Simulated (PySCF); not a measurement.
C2H6BO2, SMILES CO[B]OC (connectivity only; charge and spin as stated), charge +1, multiplicity 1.

The structure is a stationary point at PBE0-D3(BJ)/def2-SVP. The spin state was assumed, not searched. The isomer is the one that the SMILES or the coordinates give; other isomers of the formula were not compared. The values are those of a single conformer.

All values below come from B3LYP/def2-TZVP in PySCF.

Symmetry labels are those of the subgroup C2 that the program uses (full group C2).

Computed valence orbital energies around the gap with their symmetry:
| orbital | symmetry | energy (eV) |
|---|---|---|
| HOMO−7 | B | -19.04 |
| HOMO−6 | A | -19.04 |
| HOMO−5 | B | -18.18 |
| HOMO−4 | A | -18.17 |
| HOMO−3 | A | -15.74 |
| HOMO−2 | B | -15.73 |
| HOMO−1 | A | -14.67 |
| HOMO | B | -14.66 |
| LUMO | A | -5.42 |
| LUMO+1 | B | -4.60 |
| LUMO+2 | A | -4.54 |
| LUMO+3 | B | -2.93 |
